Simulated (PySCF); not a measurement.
# Solvent effects on NMR parameters

Atom-mapped SMILES (the numbers label the heavy atoms): `[O:1]=[C:2]1[O:3][B:4]([F:5])[O:6][C:7]1=[O:8]`.

GIAO PBE0/pcSseg-1 in PySCF 2.14.0 with density-fitted response routines on one PBE0-D3(BJ)/def2-SVP conformer, non-relativistic, equivalent nuclei averaged. Solvents enter as an IEF-PCM continuum (dichloromethane with ε = 8.9, water with ε = 78.4) around the gas-phase geometry. Shifts are referred to TMS, BF3·OEt2, CFCl3 computed in the same medium.

Gas phase, δ in ppm: C2/C7 155.3, B4 23.3, F5 -119.8. Dipole moment 1.91 D.

Question: How does each δ change in the continuum?

Answer: 
```json
{"atoms": "C2/C7", "environment": "carbonyl carbon", "Δδ, dichloromethane": "+3.0", "Δδ, water": "+3.6"}
{"atoms": "B4", "environment": "boron bonded to F, 2 O, in a 5-membered ring", "Δδ, dichloromethane": "+0.2", "Δδ, water": "+0.2"}
{"atoms": "F5", "environment": "fluorine bonded to B", "Δδ, dichloromethane": "+0.8", "Δδ, water": "+0.9"}
```

Changes are relative to the gas phase. The dipole moment becomes 2.36 D in dichloromethane, 2.44 D in water.

Question: Which of the listed nuclei move most (in ppm), and what does the model miss? (N and O are left out, as their reference compounds move with the solvent too.)

Answer: C2/C7 (carbonyl carbon, +3.6 ppm) in water. A continuum only polarises the solute; specific hydrogen bonds, the anisotropy of aromatic solvents and changes of geometry or conformer are outside it.
